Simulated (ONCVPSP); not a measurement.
**Transferability test, ONCV potential for Si (Z = 14)**

silicon (Si), optimised norm-conserving Vanderbilt (ONCV), made with ONCVPSP 4.0.1 (PBE, scalar-relativistic). Core [Ne], reference 3s2 3p1 (charge +1). Waves: 3s: rc 1.40 bohr, ncon 4, nbas 8, qcut 4.2 1/bohr, 1 projector; 3p: rc 2.20 bohr, ncon 5, nbas 10, qcut 3.5 1/bohr, 1 projector; d scattering state at 0.02 Ha: rc 2.00 bohr, ncon 4, nbas 7, qcut 5.2 1/bohr, 1 projector. Local part: polynomial inside 0.90 bohr (lpopt 5, dvloc0 6 Ha). Core correction: Teter function, fcfact 3.25, rcfact 1.

Energies are relative to the spin-unpolarised reference configuration 3s2 3p1; without spin polarisation the order of configurations can differ from experiment.

```csv
valence configuration,charge,ΔE all-electron (eV),error AE − PS (meV)
3s2 3p2,0,-7.740,+1.4
3s2 3p0,+2,15.993,+2.7
3s1 3p0,+3,49.964,+86
```

Question: What are ΔE and the potential's error for 3s2 3p1.5?

Answer: ΔE = -4.819 eV all-electron; the error (AE − PS) is +0.6 meV.

Note: no bound ghost flagged but for a GHOST(-) flag that falls on a real empty level of the atom; GHOST(+) flagged for s at 40.2 eV.
